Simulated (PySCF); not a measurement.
Simulated C 1s region for pentafluorochloroethane, `FC(F)(F)C(F)(F)Cl`, binding energy against the vacuum level.

Every computed line was given a Gaussian of 0.5 eV full width at half maximum and an area set by the number of equivalent atoms; the highest printed point is 100. Theory: delta-SCF UKS SCAN, pcX-2 on the ionised atom, pcseg-1 elsewhere, spin-free X2C in PySCF.

```json
{"binding energy (eV)": "297.7", "intensity": "0"}
{"binding energy (eV)": "297.8", "intensity": "1"}
{"binding energy (eV)": "297.9", "intensity": "5"}
{"binding energy (eV)": "298.0", "intensity": "13"}
{"binding energy (eV)": "298.1", "intensity": "31"}
{"binding energy (eV)": "298.2", "intensity": "57"}
{"binding energy (eV)": "298.3", "intensity": "84"}
{"binding energy (eV)": "298.4", "intensity": "99"}
{"binding energy (eV)": "298.5", "intensity": "94"}
{"binding energy (eV)": "298.6", "intensity": "72"}
{"binding energy (eV)": "298.7", "intensity": "44"}
{"binding energy (eV)": "298.8", "intensity": "22"}
{"binding energy (eV)": "298.9", "intensity": "10"}
{"binding energy (eV)": "299.0", "intensity": "8"}
{"binding energy (eV)": "299.1", "intensity": "16"}
{"binding energy (eV)": "299.2", "intensity": "34"}
{"binding energy (eV)": "299.3", "intensity": "61"}
{"binding energy (eV)": "299.4", "intensity": "87"}
{"binding energy (eV)": "299.5", "intensity": "100"}
{"binding energy (eV)": "299.6", "intensity": "92"}
{"binding energy (eV)": "299.7", "intensity": "68"}
{"binding energy (eV)": "299.8", "intensity": "40"}
{"binding energy (eV)": "299.9", "intensity": "19"}
{"binding energy (eV)": "300.0", "intensity": "7"}
{"binding energy (eV)": "300.1", "intensity": "2"}
{"binding energy (eV)": "300.2", "intensity": "1"}
```

Task: How many maxima does the curve show, and how many computed lines lie under it?

Result: The curve has 2 maxima (at 298.4 and 299.5 eV). Under it lie 2 lines from 2 inequivalent carbon sites.

Task: Decompose the envelope and assign each component. Numbering: `[F:1][C:2]([F:3])([F:4])[C:5]([F:6])([F:7])[Cl:8]`.

Result: 
```
position (eV)  relative area  line  atoms  environment
       298.43              1  C 1s     C5   CF2 carbon
       299.51              1  C 1s     C2   CF3 carbon
```

Task: What are the centre and the root-mean-square width of the whole band?

Result: The area-weighted mean of the lines is 298.97 eV. Their own spread about it is 0.54 eV (rms) and each Gaussian has σ = 0.5/2.355 = 0.21 eV; the variances add, which gives 0.58 eV.

Task: Above which line width would these two lines show one maximum?

Result: Two equal Gaussians merge once their distance is under 2σ = FWHM/1.177. With 1.09 eV between them that is a full width over 1.28 eV.

Lowest listed C 1s: C5, bonded to 2 F, Cl and C. Highest, 1.08 eV above it: C2, bonded to 3 F and C.

No satellites, vibrations or lifetime broadening are included. Isolated species at its PBE0-D3(BJ)/def2-SVP geometry, gas phase.

Shape of the structure used: `[F:1][C:2]([F:3])([F:4])[C:5]([F:6])([F:7])[Cl:8]`: F1–C2–C5–F6 58°.
